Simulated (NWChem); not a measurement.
A series in which one site is exchanged, each optimised at PBE0/def2-SVP with NWChem, gas phase unless a solvent is named. Some are not confirmed as minima by frequencies. def2 effective core potentials on I; no spin-orbit coupling.

A: [I][ZnH] (ZnHI; site = H)
B: [Zn]([Cl])[I] (ZnICl; site = Cl)
C: [Zn]([I])[I] (ZnI₂; site = I)
D: [Br][Zn][I] (ZnIBr; site = Br)

Question: Rank them by static polarisability, CAM-B3LYP/def2-SVPD (bohr³), lowest first.

Answer: A (61.6), B (72.2), D (81.4), C (97.3)
